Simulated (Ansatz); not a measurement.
`C=C(O)B([SiH3])Cl` + `COB(O)F` → `COB(F)O[SiH3]` + `C=C(O)BCl`  (cleavage of the Si–B bond)

Gas-phase electronic energies from Ansatz, PBE0-D4/def2-TZVP geometries. CCSD(T)/CBS is the MP2 limit (def2-TZVPP, def2-QZVPP) plus CCSD(T) − MP2 in def2-TZVPP, frozen cores. Each species was taken in one conformer, which may not be the lowest.

`C=C(O)B([SiH3])Cl`:

Cartesian coordinates in Å:
```
C 0.458 -1.889 -1.054
C 0.181 -0.914 -0.181
O 0.067 -1.117 1.163
B -0.042 0.573 -0.580
Si -0.444 1.973 0.824
Cl 0.057 1.034 -2.265
H 0.535 -1.661 -2.108
H 0.612 -2.921 -0.749
H 0.213 -2.047 1.369
H -1.689 1.613 1.557
H 0.671 2.036 1.809
H -0.620 3.319 0.217
```

`COB(O)F`:

```xyz
9

C    -0.162    1.213    0.598
O    -0.354   -0.170    0.818
B    -0.035   -1.094   -0.105
O     0.494   -0.769   -1.316
F    -0.256   -2.375    0.205
H    -1.127    1.718    0.672
H     0.274    1.411   -0.383
H     0.499    1.604    1.373
H     0.667   -1.539   -1.862
```

`COB(F)O[SiH3]`:

```xyz
12

C    -0.300    2.074   -0.728
O    -0.052    0.803   -0.160
B    -0.421   -0.355   -0.753
F    -1.053   -0.356   -1.928
O    -0.156   -1.541   -0.162
Si    0.601   -1.877    1.270
H    -0.828    1.994   -1.681
H     0.653    2.582   -0.885
H    -0.902    2.659   -0.030
H     1.993   -1.362    1.252
H     0.609   -3.352    1.404
H    -0.144   -1.270    2.401
```

`C=C(O)BCl`:

Cartesian coordinates in Å:
```
C 1.105 0.617 0.046
C -0.116 0.119 -0.204
O -0.921 0.554 -1.203
B -0.641 -1.020 0.697
Cl -2.207 -1.728 0.441
H 1.687 0.216 0.864
H 1.549 1.417 -0.541
H -0.483 1.260 -1.689
H 0.028 -1.435 1.590
```

```csv
species,CCSD/def2-TZVPP energy (Eh)
`C=C(O)B([SiH3])Cl`,-928.33409
`COB(O)F`,-315.36409
`COB(F)O[SiH3]`,-605.64784
`C=C(O)BCl`,-638.09334
```

Problem. Work out ΔE.

Solution. ΔE = (-605.64784) + (-638.09334) − (-928.33409) − (-315.36409) = -0.04300 Eh = -112.9 kJ/mol. CCSD(T)/CBS gives -108.6 kJ/mol.

Largest T1 diagnostic among the species: 0.014.

From PBE to PBE0 (25 % exact exchange), in def2-TZVPP and without D4, ΔE moves by −7.6 kJ/mol. The D4 term adds +4.6 kJ/mol with B3LYP and +2.5 kJ/mol with PBE0; it sums over pairs of atoms, weighted by their polarisabilities, and B3LYP, whose exchange is more repulsive, gets the larger term.

B3LYP here is the variant with VWN-RPA as its local correlation; programs differ in this.
